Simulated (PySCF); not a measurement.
Level of theory: UPBE0 in PySCF with V def2-TZVP, H def2-TZVP; no relativity; density-fitted integrals.

```xyz
3
charge 0 multiplicity 4, angstrom
V     0.0000    0.0000    0.0000
H     0.0000    0.0000    1.7759
H     0.0000    0.0000   -1.7759
```

VH2 (quartet), along the line from V1 (at 0) through H2 (at 1.776 Å).

Tabulate the fields along this line at -0.53, -0.44, -0.36, -0.27, -0.18, -0.09, 0.09, 0.18, 0.27, 0.36, 0.44, 0.53, 0.62, 0.71, 0.80, 0.89, 0.98, 1.07, 1.15, 1.24, 1.33, 1.42, 1.51, 1.60, 1.69, 1.86, 1.95, 2.04, 2.13, 2.22, 2.31, 2.40, 2.49, 2.58, 2.66, 2.75, 2.84 Å.


```json
{"distance (Å)": "-0.53", "electron density (e/Å³)": "4.73", "spin density (e/Å³)": "0.0288", "electron localisation function": "0.584", "electrostatic potential (V)": "75"}
{"distance (Å)": "-0.44", "electron density (e/Å³)": "7.69", "spin density (e/Å³)": "0.0503", "electron localisation function": "0.58", "electrostatic potential (V)": "121"}
{"distance (Å)": "-0.36", "electron density (e/Å³)": "10.8", "spin density (e/Å³)": "0.0856", "electron localisation function": "0.319", "electrostatic potential (V)": "204"}
{"distance (Å)": "-0.27", "electron density (e/Å³)": "17.2", "spin density (e/Å³)": "0.127", "electron localisation function": "0.0848", "electrostatic potential (V)": "367"}
{"distance (Å)": "-0.18", "electron density (e/Å³)": "91.7", "spin density (e/Å³)": "0.166", "electron localisation function": "0.698", "electrostatic potential (V)": "741"}
{"distance (Å)": "-0.09", "electron density (e/Å³)": "513", "spin density (e/Å³)": "0.208", "electron localisation function": "0.623", "electrostatic potential (V)": "2160"}
{"distance (Å)": "0.09", "electron density (e/Å³)": "513", "spin density (e/Å³)": "0.208", "electron localisation function": "0.623", "electrostatic potential (V)": "2160"}
{"distance (Å)": "0.18", "electron density (e/Å³)": "91.7", "spin density (e/Å³)": "0.166", "electron localisation function": "0.698", "electrostatic potential (V)": "741"}
{"distance (Å)": "0.27", "electron density (e/Å³)": "17.2", "spin density (e/Å³)": "0.127", "electron localisation function": "0.0848", "electrostatic potential (V)": "367"}
{"distance (Å)": "0.36", "electron density (e/Å³)": "10.8", "spin density (e/Å³)": "0.0856", "electron localisation function": "0.319", "electrostatic potential (V)": "204"}
{"distance (Å)": "0.44", "electron density (e/Å³)": "7.69", "spin density (e/Å³)": "0.0503", "electron localisation function": "0.58", "electrostatic potential (V)": "121"}
{"distance (Å)": "0.53", "electron density (e/Å³)": "4.73", "spin density (e/Å³)": "0.0288", "electron localisation function": "0.584", "electrostatic potential (V)": "75"}
{"distance (Å)": "0.62", "electron density (e/Å³)": "2.69", "spin density (e/Å³)": "0.0207", "electron localisation function": "0.456", "electrostatic potential (V)": "49"}
{"distance (Å)": "0.71", "electron density (e/Å³)": "1.53", "spin density (e/Å³)": "0.0193", "electron localisation function": "0.286", "electrostatic potential (V)": "33.3"}
{"distance (Å)": "0.80", "electron density (e/Å³)": "0.927", "spin density (e/Å³)": "0.0198", "electron localisation function": "0.165", "electrostatic potential (V)": "23.3"}
{"distance (Å)": "0.89", "electron density (e/Å³)": "0.643", "spin density (e/Å³)": "0.0198", "electron localisation function": "0.122", "electrostatic potential (V)": "16.7"}
{"distance (Å)": "0.98", "electron density (e/Å³)": "0.532", "spin density (e/Å³)": "0.0183", "electron localisation function": "0.16", "electrostatic potential (V)": "12.2"}
{"distance (Å)": "1.07", "electron density (e/Å³)": "0.516", "spin density (e/Å³)": "0.0148", "electron localisation function": "0.334", "electrostatic potential (V)": "9.33"}
{"distance (Å)": "1.15", "electron density (e/Å³)": "0.558", "spin density (e/Å³)": "0.00925", "electron localisation function": "0.667", "electrostatic potential (V)": "7.85"}
{"distance (Å)": "1.24", "electron density (e/Å³)": "0.642", "spin density (e/Å³)": "0.00172", "electron localisation function": "0.905", "electrostatic potential (V)": "7.88"}
{"distance (Å)": "1.33", "electron density (e/Å³)": "0.766", "spin density (e/Å³)": "-0.00788", "electron localisation function": "0.979", "electrostatic potential (V)": "9.87"}
{"distance (Å)": "1.42", "electron density (e/Å³)": "0.941", "spin density (e/Å³)": "-0.02", "electron localisation function": "0.996", "electrostatic potential (V)": "14.9"}
{"distance (Å)": "1.51", "electron density (e/Å³)": "1.19", "spin density (e/Å³)": "-0.0355", "electron localisation function": "0.999", "electrostatic potential (V)": "25.8"}
{"distance (Å)": "1.60", "electron density (e/Å³)": "1.53", "spin density (e/Å³)": "-0.0552", "electron localisation function": "1", "electrostatic potential (V)": "50.7"}
{"distance (Å)": "1.69", "electron density (e/Å³)": "2", "spin density (e/Å³)": "-0.0814", "electron localisation function": "1", "electrostatic potential (V)": "130"}
{"distance (Å)": "1.86", "electron density (e/Å³)": "1.87", "spin density (e/Å³)": "-0.0857", "electron localisation function": "1", "electrostatic potential (V)": "130"}
{"distance (Å)": "1.95", "electron density (e/Å³)": "1.3", "spin density (e/Å³)": "-0.0631", "electron localisation function": "1", "electrostatic potential (V)": "50.5"}
{"distance (Å)": "2.04", "electron density (e/Å³)": "0.91", "spin density (e/Å³)": "-0.0469", "electron localisation function": "1", "electrostatic potential (V)": "25.2"}
{"distance (Å)": "2.13", "electron density (e/Å³)": "0.632", "spin density (e/Å³)": "-0.0348", "electron localisation function": "1", "electrostatic potential (V)": "13.6"}
{"distance (Å)": "2.22", "electron density (e/Å³)": "0.445", "spin density (e/Å³)": "-0.0261", "electron localisation function": "1", "electrostatic potential (V)": "7.33"}
{"distance (Å)": "2.31", "electron density (e/Å³)": "0.316", "spin density (e/Å³)": "-0.0198", "electron localisation function": "1", "electrostatic potential (V)": "3.73"}
{"distance (Å)": "2.40", "electron density (e/Å³)": "0.226", "spin density (e/Å³)": "-0.0151", "electron localisation function": "1", "electrostatic potential (V)": "1.56"}
{"distance (Å)": "2.49", "electron density (e/Å³)": "0.162", "spin density (e/Å³)": "-0.0115", "electron localisation function": "1", "electrostatic potential (V)": "0.244"}
{"distance (Å)": "2.58", "electron density (e/Å³)": "0.118", "spin density (e/Å³)": "-0.00881", "electron localisation function": "1", "electrostatic potential (V)": "-0.558"}
{"distance (Å)": "2.66", "electron density (e/Å³)": "0.0867", "spin density (e/Å³)": "-0.00678", "electron localisation function": "1", "electrostatic potential (V)": "-1.04"}
{"distance (Å)": "2.75", "electron density (e/Å³)": "0.0642", "spin density (e/Å³)": "-0.00523", "electron localisation function": "0.999", "electrostatic potential (V)": "-1.31"}
{"distance (Å)": "2.84", "electron density (e/Å³)": "0.0477", "spin density (e/Å³)": "-0.00403", "electron localisation function": "0.999", "electrostatic potential (V)": "-1.45"}
```

On a grid of 0.09 Å the density has a local minimum along the bond near 1.07 Å from V, at 0.52 e/Å³, where the ELF is 0.33.

With open d or f shells other occupations or spin states may lie lower.
